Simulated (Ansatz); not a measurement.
A series at Ge: from `[OH][Ge]([Cl])([Cl])[Cl]`, ligands are replaced one by one, each step taking up H₂O and setting free HCl; n counts the steps. Ansatz, PBE0-D4/def2-TZVP geometries. Each molecule was computed in one conformer, which needn't be the lowest.

CBS adds triple-zeta CCSD(T) − MP2 to the MP2 limit, frozen cores; atoms without spin–orbit coupling. Outer-core shells of Ge are correlated without core-valence functions. Scalar relativity is left out up to krypton. Spin–orbit coupling is left out.

| n | molecule | atomization energy, CCSD(T)/CBS (kJ/mol) |
| --- | --- | --- |
| 0 | `[OH][Ge]([Cl])([Cl])[Cl]` | 1902.9 |
| 1 | `[OH][Ge]([OH])([Cl])[Cl]` | 2403.6 |
| 2 | `[OH][Ge]([OH])([OH])[Cl]` | 2903.3 |
| 3 | `[OH][Ge]([OH])([OH])[OH]` | ? |

Q: By hand: fit a straight line y = ȳ + b (n − n̄) to the 3 given rows and predict n = 3.

A: n̄ = 1.000, ȳ = 2403.27; Σ(n − n̄)(y − ȳ) = 1000.40, Σ(n − n̄)² = 2.000, so b = 500.20 kJ/mol a step. Prediction: 2403.27 + (500.20) × (2.000) = 3403.7 kJ/mol.

Q: By hand: compare with the computed value, 3404.6 kJ/mol, and give the steps along the whole series.

A: The line misses by 0.9 kJ/mol (computed minus predicted). Steps: 500.7, 499.7, 501.3 kJ/mol.

The steps differ by at most 1.6 kJ/mol, 0.3 % of a mean step, so the ligands' effects nearly add and a line is close. The miss is 0.1 % of the series' range. The energies themselves are unsure by some kJ/mol a bond, though much of that is common to the series.
